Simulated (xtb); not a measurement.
MgH₂, SMILES [MgH2]. All values are semi-empirical tight-binding results from xtb (GFN2-xTB unless named), good for trends rather than for accurate numbers. Coordinates come from a GFN2-xTB optimisation.

Optimised geometry:

Bonds (Å): Mg1–H2 1.628, Mg1–H3 1.628. Bond angles (°): H2–Mg1–H3 180.0.
Charge 0, spin multiplicity 1.

For metal compounds this method's bond lengths and energies can be far off.

```
Quantity                                      Result
-------------------------------------  -------------
point group as xtb finds it                      D∞h
orbital gap                                  4.78 eV
zero-point energy                       4.6 kcal/mol
G − E(el) at 298.15 K (modified RRHO)  -7.0 kcal/mol
```

Computed atomic charges:
charges (e) Mg1 0.43, H2 -0.21, H3 -0.21.
